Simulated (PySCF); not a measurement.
Compound: C3H8N2OSi.
Bonds: O1–C2 (double), C2–N3, N3–C4, C4–C5, C5–N6, N6–Si7, N3–Si7. Hydrogens: H8 on C2; H9, H10 on C4; H11, H12 on C5; H13 on N6; H14, H15 on Si7.

NICS = −σ at a ghost point: NICS(0) at the centroid of the ring atoms, NICS(1) 1 Å to either side along the normal of their mean plane, zz for the tensor component along that normal. Level: GIAO KT2/pcSseg-1 (PySCF, non-relativistic, gas phase) on the PBE0-D3(BJ)/def2-SVP geometry, one conformer.

Ring bond lengths (Å): N3–C4 1.455, C4–C5 1.529, C5–N6 1.453, N6–Si7 1.740, Si7–N3 1.777.

Give the NICS values of each ring in ppm.

```json
{"ring": "N3–C4–C5–N6–Si7", "type": "5-membered ring with 2 N and Si; formal bonds all single", "NICS(0)": "-6.8", "NICS(1), two faces": "-2.8 / -2.5", "NICS(1)zz, two faces": "-2.3 / -2.1", "rms pucker (Å)": "0.15", "centre to ring atoms, mean (Å)": "1.33"}
```

What can be read from them?

- N3–C4–C5–N6–Si7: mean NICS(1)zz -2.2 ppm, near zero. C4, C5, Si7 have four or more neighbours; no verdict on aromaticity is drawn.

List the ring angles.

- N3–C4–C5–N6–Si7: N3 112.6°, C4 106.0°, C5 106.0°, N6 111.7°, Si7 90.4°; sum 526.6° against 540° for a flat convex ring.

How shielded are the nuclei of the rings and their hydrogens (means over atoms taken as equivalent)?

```json
{"atoms": "N3", "environment": "amide nitrogen", "σ isotropic (ppm)": "128.2", "principal values of the symmetric part, first atom (ppm)": "36.3, 117.1, 231.3"}
{"atoms": "C4", "environment": "sp3 carbon bound to nitrogen", "σ isotropic (ppm)": "138.5", "principal values of the symmetric part, first atom (ppm)": "121.5, 136.6, 157.3"}
{"atoms": "C5", "environment": "sp3 carbon bound to nitrogen", "σ isotropic (ppm)": "133.7", "principal values of the symmetric part, first atom (ppm)": "114.0, 128.7, 158.4"}
{"atoms": "N6", "environment": "silicon-bound nitrogen", "σ isotropic (ppm)": "239.8", "principal values of the symmetric part, first atom (ppm)": "195.5, 229.8, 294.0"}
{"atoms": "Si7", "environment": "SiH2 silicon", "σ isotropic (ppm)": "388.3", "principal values of the symmetric part, first atom (ppm)": "355.2, 380.3, 429.6"}
{"atoms": "H9 (×2)", "environment": "methylene hydrogen", "σ isotropic (ppm)": "27.79", "principal values of the symmetric part, first atom (ppm)": "22.8, 26.1, 34.6"}
{"atoms": "H11 (×2)", "environment": "methylene hydrogen", "σ isotropic (ppm)": "27.78", "principal values of the symmetric part, first atom (ppm)": "23.3, 26.1, 34.1"}
{"atoms": "H13", "environment": "N–H hydrogen", "σ isotropic (ppm)": "31.20", "principal values of the symmetric part, first atom (ppm)": "22.4, 28.3, 42.9"}
{"atoms": "H14 (×2)", "environment": "Si–H hydrogen", "σ isotropic (ppm)": "25.67", "principal values of the symmetric part, first atom (ppm)": "22.5, 23.3, 31.5"}
```

How do the values depend on the level or the medium?

```json
{"level": "KT2/pcSseg-1, gas", "NICS(0), N3–C4–C5–N6–Si7": "-6.8", "mean NICS(1)zz, N3–C4–C5–N6–Si7": "-2.2"}
{"level": "PBE0/pcSseg-1, gas", "NICS(0), N3–C4–C5–N6–Si7": "-7.0", "mean NICS(1)zz, N3–C4–C5–N6–Si7": "-2.1"}
{"level": "PBE0/pcSseg-1, IEF-PCM acetonitrile", "NICS(0), N3–C4–C5–N6–Si7": "-7.0", "mean NICS(1)zz, N3–C4–C5–N6–Si7": "-2.1"}
{"level": "PBE0/pcSseg-1, IEF-PCM cyclohexane", "NICS(0), N3–C4–C5–N6–Si7": "-7.0", "mean NICS(1)zz, N3–C4–C5–N6–Si7": "-2.1"}
```

The geometry is the same throughout; the continuum's cavity takes Bondi-type radii × 1.2.

The run took 29 s on Arm Neoverse V1, one thread, no GPU, shared host with 32 logical CPUs at a one-minute load of 16, and the process peaked at 0.71 GiB of memory. This is the whole shielding run at KT2/pcSseg-1, SCF included.
